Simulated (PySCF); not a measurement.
H2OSSi, SMILES S[Si]O (connectivity only; charge and spin as stated), neutral, multiplicity 1. The structure is a stationary point at B3LYP-D3(BJ)/def2-TZVP. Other conformers were not sampled.

These are B3LYP-D3(BJ)/def2-TZVP (PySCF) values and carry that method's errors.

Harmonic wavenumbers (cm⁻¹): 237, 303, 456, 469, 699, 783, 885, 2676, 3804. Rotational constants (GHz): 19.91, 4.380, 3.590; symmetry number 1.

**Question.** Work out the zero-point energy and the ideal-gas rigid-rotor harmonic-oscillator thermochemistry at 298.15 K and 1 atm.

**Answer.** ZPE = ½ Σ hcν = ½ × 10312 cm⁻¹ = 14.74 kcal/mol. H − E(el) = 18.17 kcal/mol. Entropy in cal/(mol K): translation 38.98, rotation 24.44, vibration 5.42, total 68.85. G − E(el) = -2.36 kcal/mol. Cp = 16.10 cal/(mol K).
